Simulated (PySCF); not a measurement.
# Telling isomers of C$_{5}$H$_{13}$NSi apart by NMR

- GFN2-xTB structure
- NMR shieldings at PBE0/pcSseg-1/GIAO
- run in PySCF 2.14
- non-relativistic Hamiltonian, in vacuum, a single conformation, averaged over atoms made equivalent by symmetry, fast rotation or ring inversion

Shifts are taken against calculated references (same method and geometry level): $^{1}$H and $^{13}$C against TMS. Where no couplings were computed, multiplicities follow the n + 1 count of equivalent neighbours, and m marks all less simple cases (inequivalent or close neighbours, rings, F or P nearby). Shifts are as computed. Against solution values, carbons near 30 ppm lie about +3 ppm off and those near 130 ppm about +5 ppm (rms about the fit 2.1 ppm; single classes can miss by 10 ppm). Of 1328 compounds with measured shifts, 309 miss one by over three times the rms of a fit or turn the order of signals round; such compounds aren't used in these exercises. Signals without a measured value on file couldn't be tested in this way; 1H shifts scatter by 0.2 ppm about their fit, and single ones miss by 0.5 ppm.

(1) Tabulate the signals of `C=C(C)[SiH2]N(C)C`, `C/C=C(/[SiH3])N(C)C`, `C/C=C\[SiH2]N(C)C` and their relative energies.

(2) What is the quickest way to tell C/C=C(/[SiH3])N(C)C from C/C=C\[SiH2]N(C)C?

(3) What is the quickest way to tell C=C(C)[SiH2]N(C)C from C/C=C\[SiH2]N(C)C?

(4) What is the quickest way to tell C=C(C)[SiH2]N(C)C from C/C=C(/[SiH3])N(C)C?

## Answers

(1) 
| SMILES | carbon types | δC | δH | E rel. (kcal/mol) |
| --- | --- | --- | --- | --- |
| C=C(C)[SiH2]N(C)C | 1×C 1×CH2 3×CH3 | 153.6, 137.3, 40.8, 26.5 | 6.18 (br s, 1H), 5.80 (br s, 1H), 4.83 (s, 2H), 2.58 (s, 6H), 2.07 (s, 3H) | 0.2 |
| C/C=C(/[SiH3])N(C)C | 1×C 1×CH 3×CH3 | 154.5, 143.6, 45.7, 16.6 | 5.91 (q, 1H), 4.16 (s, 3H), 2.50 (s, 6H), 1.97 (d, 3H) | 19.0 |
| C/C=C\[SiH2]N(C)C | 2×CH 3×CH3 | 160.2, 127.7, 40.4, 23.6 | 7.12 (m, 1H), 5.79 (m, 1H), 4.94 (d, 2H), 2.60 (s, 6H), 2.08 (d, 3H) | 0.0 |

Energies are electronic energies at PBE0/pcSseg-1 on these geometries, without zero-point or thermal terms, each for the one conformer computed, which needn't be the lowest.

(2) Both give the same number of carbon signals, but DEPT or the intensities differ. The first has an alkene carbon bearing nitrogen (C) at 154.5 ppm, the second an alkene CH at 160.2 ppm. In the proton spectra the most deshielded non-exchanging signals are 5.91 (q, 1H) and 7.12 (m, 1H).

(3) Both give the same number of carbon signals, but DEPT or the intensities differ. The first has a fully substituted alkene carbon (C) at 153.6 ppm, the second an alkene CH at 160.2 ppm. In the proton spectra the most deshielded non-exchanging signals are 6.18 (br s, 1H) and 7.12 (m, 1H).

(4) Both give the same number of carbon signals, but DEPT or the intensities differ. The first has a terminal =CH2 carbon at 137.3 ppm, the second a β carbon of an enol-ether or enamine type C=C (CH) at 143.6 ppm. Their most deshielded carbons lie at 153.6 and 154.5 ppm.
